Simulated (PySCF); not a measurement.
**H4Te: script and output**

Input:

```python
from pyscf import gto, scf
from scipy.optimize import minimize

mol = gto.M(
    atom='Te 0 0 -0.0188; H 0 1.6126 0.6049; H 0 -1.6126 0.6049; H 1.6126 0 0.6049; H -1.6126 0 0.6049',
    basis='def2-svp',
    ecp={'Te': 'def2-svp'},
    charge=0,
    spin=0,
    verbose=3,
)
mf = scf.RHF(mol)
mf.kernel()
g = mf.nuc_grad_method()
scan = g.as_scanner()
def energy_and_gradient(x):
    e, de = scan(mol.set_geom_(x.reshape(-1, 3), unit='bohr', inplace=False))
    print('step: E =', e, ' geometry (angstrom) =', (x*0.529177210903).round(5).tolist())
    return e, de.ravel()
res = minimize(energy_and_gradient, mol.atom_coords().ravel(), jac=True, method='BFGS', options={'gtol': 3e-4, 'maxiter': 30})
print(res.message)
mol_eq = mol.set_geom_(res.x.reshape(-1, 3), unit='bohr', inplace=False)
print('optimised geometry (angstrom)')
print(mol_eq.tostring('raw'))
print('orbital energies (hartree):', mf.mo_energy[..., max(0, mol.nelec[1]-3):mol.nelec[0]+3].round(4))
```

```bash
$ OMP_NUM_THREADS=1 python input.py
```

The log:

```
converged SCF energy = -269.161547007889

WARN: Mole.unit (angstrom) is changed to bohr

converged SCF energy = -269.161547007888
--------------- RHF_Scanner gradients ---------------
         x                y                z
0 Te     0.0000000000     0.0000000000    -0.0103301022
1 H    -0.0000000000     0.0038698287     0.0025825255
2 H    -0.0000000000    -0.0038698287     0.0025825255
3 H     0.0038698287    -0.0000000000     0.0025825255
4 H    -0.0038698287     0.0000000000     0.0025825255
----------------------------------------------
step: E = -269.16154700788843  geometry (angstrom) = [0.0, 0.0, -0.0188, 0.0, 1.6126, 0.6049, 0.0, -1.6126, 0.6049, 1.6126, 0.0, 0.6049, -1.6126, 0.0, 0.6049]

WARN: Mole.unit (angstrom) is changed to bohr

converged SCF energy = -269.16171483262
--------------- RHF_Scanner gradients ---------------
         x                y                z
0 Te    -0.0000000000    -0.0000000000    -0.0075942888
1 H     0.0000000000     0.0028590668     0.0018985722
2 H     0.0000000000    -0.0028590668     0.0018985722
3 H     0.0028590668     0.0000000000     0.0018985722
4 H    -0.0028590668     0.0000000000     0.0018985722
----------------------------------------------
step: E = -269.1617148326201  geometry (angstrom) = [-0.0, -0.0, -0.01333, 0.0, 1.61055, 0.60353, 0.0, -1.61055, 0.60353, 1.61055, 0.0, 0.60353, -1.61055, -0.0, 0.60353]

WARN: Mole.unit (angstrom) is changed to bohr

converged SCF energy = -269.161908397196
--------------- RHF_Scanner gradients ---------------
         x                y                z
0 Te     0.0000000000     0.0000000000    -0.0011078694
1 H    -0.0000000000     0.0003681754     0.0002769674
2 H    -0.0000000000    -0.0003681754     0.0002769674
3 H     0.0003681754    -0.0000000000     0.0002769674
4 H    -0.0003681754    -0.0000000000     0.0002769674
----------------------------------------------
step: E = -269.1619083971957  geometry (angstrom) = [0.0, 0.0, -0.00033, -0.0, 1.60566, 0.60028, -0.0, -1.60566, 0.60028, 1.60566, -0.0, 0.60028, -1.60566, -0.0, 0.60028]

WARN: Mole.unit (angstrom) is changed to bohr

converged SCF energy = -269.161912283205
--------------- RHF_Scanner gradients ---------------
         x                y                z
0 Te     0.0000000000     0.0000000000    -0.0000475446
1 H     0.0000000000    -0.0000463638     0.0000118862
2 H     0.0000000000     0.0000463638     0.0000118862
3 H    -0.0000463638    -0.0000000000     0.0000118862
4 H     0.0000463638     0.0000000000     0.0000118862
----------------------------------------------
step: E = -269.1619122832055  geometry (angstrom) = [0.0, 0.0, 0.00182, -0.0, 1.60488, 0.59975, -0.0, -1.60488, 0.59975, 1.60488, -0.0, 0.59975, -1.60488, -0.0, 0.59975]
Optimization terminated successfully.

WARN: Mole.unit (angstrom) is changed to bohr

optimised geometry (angstrom)
Te          0.00000000        0.00000000        0.00181894
H          -0.00000000        1.60487775        0.59974527
H          -0.00000000       -1.60487775        0.59974527
H           1.60487775       -0.00000000        0.59974527
H          -1.60487775       -0.00000000        0.59974527
orbital energies (hartree): [-0.5543 -0.4017 -0.3312  0.0859  0.1548  0.1548]
```

In short: E(SCF) = -269.161547 Eh.

Hardware: Arm Neoverse N1, 1 thread, shared host. Wall time 7.8 s, peak memory 0.12 GiB.

The last line lists the levels of the start geometry.
